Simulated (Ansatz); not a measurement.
Worked example: ideal-gas entropy of C2H6Ga (SMILES C[Ga]C)

A doublet with charge 0, relaxed at UHF/STO-3G (Ansatz 0.2.0):

```xyz
9

C    -1.0853    1.0194    0.1577
Ga    0.5930    0.5030    1.1164
C     1.1153   -0.9936   -0.1042
H    -1.7781    0.1866    0.1367
H    -0.8728    1.2811   -0.8717
H    -1.5871    1.8576    0.6184
H     2.0344   -1.4749    0.1964
H     1.2433   -0.6320   -1.1173
H     0.3375   -1.7473   -0.1325
```

Harmonic wavenumbers in cm⁻¹: 58, 102, 237, 602, 604, 824, 877, 944, 1067, 1621, 1632, 1829, 1834, 1840, 1846, 3559, 3560, 3728, 3729, 3763, 3764.

Masses in u: C 12.011, Ga 69.723, H 1.008. Take T = 298.15 K, p = 1 bar, R = 8.3145 J/(mol K), kT/hc = 207.22 cm⁻¹, rigid rotor and harmonic oscillator.

Compute the standard molar entropy.


1. Translation (Sackur–Tetrode): S = R[3/2 ln M + 5/2 ln T − 1.1517] with M = 99.793 gives 166.3 J/(mol K).
2. Rotation: principal moments 45.185, 77.494, 116.562 u Å² give A, B, C = 0.3731, 0.2175, 0.1446 cm⁻¹; the symmetry number is σ = 2; q = (√π/σ)√((kT/hc)³/ABC) = 24404; S = R(ln q + 3/2) = 96.5.
3. Vibration: with u = ν̃/207.22, each mode gives R[u/(eᵘ − 1) − ln(1 − e⁻ᵘ)]; the sum is 46.9, most from 58 cm⁻¹ (18.9), 102 cm⁻¹ (14.3), 237 cm⁻¹ (7.6).
4. Spin: R ln 2 = 5.8.
5. Sum: 166.3 + 96.5 + 46.9 + 5.8 = 315.5 J/(mol K).

No measured value is set beside it here. Where a soft mode is a torsion, a harmonic oscillator describes it poorly.
